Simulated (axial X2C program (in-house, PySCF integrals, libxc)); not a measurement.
**CsSi: cheaper levels and CCSD(T), 2c**

All values were computed with an in-house relativistic program for diatomic molecules. Two-component (2c) means X2C with spin–orbit coupling and atomic mean-field two-electron Coulomb and Gaunt terms. Basis: Cs dyall-cv3z [15s15p9d4f1g], Si dyall-v3z [8s7p2d1f] (cores contracted in-house); Gaussian nuclei, density fitting, unrestricted open shells. Masses: Cs 132.905 u, Si 27.977 u.

State: Ω = 3/2 (⟨Sz⟩ = 1.50, ⟨Lz⟩ = 0.00 at HF); fragments Cs + Si.

```csv
level,Re (Å),ωe (cm⁻¹),De (eV)
PBE0,3.260,165.9,1.81
HF,3.434,153.6,1.27
MP2,3.299,167.7,1.70
CCSD,3.324,164.7,1.61
BP86,3.270,159.5,1.74
r2SCAN,3.286,163.2,1.95
PBE,3.261,160.8,1.81
```

Correlated methods: 13 electrons correlated (number of frozen shells: Cs 4 s, 3 p, 2 d; Si 2 s, 1 p), 267 virtual spin orbitals or spinors in MP2, 129 natural virtuals in coupled cluster.

CCSD(T), same Hamiltonian and basis:

Re = 3.312 Å, ωe = 166.0 cm⁻¹, De = 1.66 eV; T1 = 0.009 (Lee–Taylor normalisation).

Problem. Give the differences from CCSD(T) in the columns below.

Solution. 

| level | ΔRe (Å) | Δωe (cm⁻¹) | ΔDe (eV) |
| --- | --- | --- | --- |
| PBE0 | -0.052 | -0.1 | 0.15 |
| HF | 0.122 | -12.4 | -0.39 |
| MP2 | -0.013 | 1.7 | 0.04 |
| CCSD | 0.012 | -1.3 | -0.05 |
| BP86 | -0.042 | -6.5 | 0.08 |
| r2SCAN | -0.026 | -2.8 | 0.29 |
| PBE | -0.051 | -5.2 | 0.15 |

One determinant describes the state; a PBE0 search over occupations chose it and may have missed a lower one. De is counted from the lowest determinant-based energies of the atoms at the same level, without counterpoise correction. Density functionals use the spin component along the axis (collinear). CCSD and (T) use frozen natural virtuals with an MP2 correction for the truncation; (T) itself is uncorrected, so its De runs slightly low. In 2c an atomic determinant is not the ground J level, so De misses part of the atomic spin–orbit lowering. This holds for PBE0, MP2, CCSD, BP86, r2SCAN, PBE, CCSD(T). Other states lie close and PBE0, whose exact exchange favours high spin, may order them wrongly; the determinant shown need not be the ground state. The nearest other 2c determinant of the search, Ω = 1/2, lies 0.45 eV up at the distance of the search. Without a current term, density functionals place determinants with orbital angular momentum somewhat too high. With several unpaired electrons one determinant need not be a pure state. This is the top spin component of a Σ state; components of lower Ω are not single determinants and can lie lower.
